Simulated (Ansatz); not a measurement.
`CB(N)F` + H₂O → `NB(O)F` + CH₄  (formal hydrolysis of a B–C bond)

Gas-phase electronic energies from Ansatz, PBE0-D4/def2-TZVP geometries. CCSD(T)/CBS adds triple-zeta CCSD(T) − MP2 to the extrapolated MP2 energy (def2 sets, frozen cores). This one scheme is used for every species. Functionals use def2-TZVPP. HSE06 is defined as in plane-wave codes. One conformer a species, not always the lowest.

(1) Is it downhill or uphill in electronic energy at CCSD(T)/CBS, and by how much? (Estimate.)

(2) What do these levels give: PBE-D4, r2SCAN-D4, r2SCAN0-D4, HSE06-D4, CAM-B3LYP-D4, B2PLYP, RPA@PBE/def2-TZVPP, CCSD/def2-SVP, MP2/def2-TZVPP, MP2/def2-QZVPP, SCS-MP2/def2-QZVPP, HF/CBS(def2)? (Best estimate.)

Largest T1 diagnostic among the species: 0.011.

Results:

(1) Ansatz gave: Downhill: ΔE = -1.10 eV.

(2) Computed: PBE-D4 -1.08, r2SCAN-D4 -1.18, r2SCAN0-D4 -1.18, HSE06-D4 -1.11, CAM-B3LYP-D4 -1.19, B2PLYP -1.18, RPA@PBE/def2-TZVPP -1.11, CCSD/def2-SVP -1.32, MP2/def2-TZVPP -1.14, MP2/def2-QZVPP -1.12, SCS-MP2/def2-QZVPP -1.14, HF/CBS(def2) -1.30 eV.

At CCSD(T), def2-SVP lies −0.21 eV from the extrapolated value and def2-TZVPP −0.04 eV. Leaving LDA and LC-ωPBE aside and taking each functional with its dispersion term where it has one, the values, not all of them listed here, spread over 0.14 eV, from BHLYP-D4 to revPBE-D4. From BLYP to BHLYP (50 % exact exchange), in def2-TZVPP and without D4, ΔE moves by −0.06 eV.
